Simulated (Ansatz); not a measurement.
`[CH3][GeH]([CH3])[Cl]` + `[O]=[W](=[O])([OH])[Cl]` → `[CH3][GeH]([Cl])[Cl]` + `[CH3][W](=[O])(=[O])[OH]`  (redistribution)

Isolated molecules relaxed with PBE0-D4/def2-TZVP in Ansatz; ΔE leaves out vibrations. CCSD(T)/CBS is the MP2 limit (def2-TZVPP, def2-QZVPP) plus CCSD(T) − MP2 in def2-TZVPP, frozen cores. DFT in def2-TZVPP. B3LYP here is the variant with VWN-RPA as its local correlation; programs differ in this. HSE06 is defined as in plane-wave codes. Elements past krypton have def2 core potentials. For Ge, W outer-core shells are correlated without core-valence functions, which leaves a few kJ/mol of doubt a bond. Scalar relativity is left out up to krypton. One conformer a species, not always the lowest.

`[CH3][GeH]([CH3])[Cl]`:

Z-matrix (Å, degrees):
```
C
Ge 1 1.942
H 1 1.091 2 109.8
H 1 1.092 2 110.1 3 -119.9
H 1 1.090 2 110.2 3 119.9
C 2 1.942 1 113.3 3 56.2
Cl 2 2.173 1 106.7 3 -60.9
H 2 1.540 1 112.0 3 -175.8
H 6 1.092 2 110.1 1 63.9
H 6 1.090 2 109.8 1 -56.0
H 6 1.090 2 110.2 1 -176.0
```

`[O]=[W](=[O])([OH])[Cl]`:

Z-matrix (Å, degrees):
```
W
O 1 1.698
O 1 1.871 2 109.8
O 1 1.698 2 107.8 3 -118.1
Cl 1 2.266 2 109.2 3 123.0
H 3 0.960 1 126.1 2 11.4
```

`[CH3][GeH]([Cl])[Cl]`:

Z-matrix (Å, degrees):
```
C
Ge 1 1.931
H 1 1.090 2 109.6
H 1 1.091 2 109.6 3 120.4
H 1 1.090 2 109.1 3 -119.8
Cl 2 2.149 1 108.8 3 178.1
Cl 2 2.149 1 108.8 3 61.4
H 2 1.532 1 117.0 3 -60.2
```

`[CH3][W](=[O])(=[O])[OH]`:

```xyz
9

C     1.334   -0.217    0.173
W    -0.664   -0.017   -0.473
O    -0.667    1.325   -1.520
O    -0.991   -1.439   -1.355
O    -1.782    0.171    1.027
H     1.998   -0.356   -0.683
H     1.644    0.681    0.714
H     1.424   -1.087    0.829
H    -2.297    0.938    1.287
```

| level | ΔE (kJ/mol) | difference from CCSD(T)/CBS |
| --- | --- | --- |
| LDA (SPW92) | 45.6 | 2.0 |
| PBE-D4 | 44.8 | 1.2 |
| BLYP-D4 | 43.8 | 0.2 |
| r2SCAN-D4 | 46.8 | 3.2 |
| B97M-V | 47.4 | 3.8 |
| PBE0-D4 | 42.8 | -0.8 |
| B3LYP-D4 | 42.2 | -1.4 |
| r2SCANh-D4 | 45.5 | 1.9 |
| r2SCAN0-D4 | 43.5 | -0.1 |
| HSE06-D4 | 42.7 | -0.9 |
| BHLYP-D4 | 38.9 | -4.7 |
| CAM-B3LYP-D4 | 41.5 | -2.1 |
| ωB97X-V | 40.9 | -2.7 |
| ωB97M-V | 39.5 | -4.1 |
| B2PLYP | 48.1 | 4.5 |
| PBE-QIDH | 47.9 | 4.3 |
| PBE | 44.7 | 1.1 |
| revPBE | 44.7 | 1.1 |
| r2SCAN | 46.7 | 3.1 |
| PBE0 | 42.7 | -0.9 |
| B3LYP | 42.2 | -1.4 |
| r2SCANh | 45.4 | 1.8 |
| r2SCAN0 | 43.4 | -0.2 |
| HSE06 | 42.6 | -1.0 |
| BHLYP | 39.1 | -4.5 |
| CAM-B3LYP | 41.5 | -2.1 |
| LC-ωPBE | 43.0 | -0.6 |
| RPA@PBE/def2-TZVPP | 44.9 | 1.3 |
| HF/def2-SVP | 31.5 | -12.1 |
| MP2/def2-SVP | 53.7 | 10.1 |
| CCSD(T)/def2-SVP | 40.3 | -3.3 |
| MP2/def2-TZVPP | 57.0 | 13.4 |
| SCS-MP2/def2-TZVPP | 52.4 | 8.8 |
| CCSD/def2-TZVPP | 40.0 | -3.6 |
| CCSD(T)/def2-TZVPP | 44.3 | 0.7 |
| HF/def2-QZVPP | 32.5 | -11.1 |
| SCS-MP2/def2-QZVPP | 51.7 | 8.1 |
| HF/CBS(def2) | 32.5 | -11.1 |
| MP2/CBS(def2) | 56.3 | 12.7 |
| CCSD/CBS(def2) | 39.3 | -4.3 |
| CCSD(T)/CBS | 43.6 | 0 |

Largest T1 diagnostic among the species: 0.023, so the coupled-cluster value is less sure than usual.

From r2SCAN to r2SCAN0 (25 % exact exchange), in def2-TZVPP and without D4, ΔE moves by −3.3 kJ/mol. In def2-TZVPP, CCSD(T) changes the Hartree–Fock value by +11.4 kJ/mol (the triples alone add +4.3 kJ/mol) and MP2 by +24.1 kJ/mol. Leaving LDA and LC-ωPBE aside and taking each functional with its dispersion term where it has one, the values spread over 9.2 kJ/mol, from BHLYP-D4 to B2PLYP.
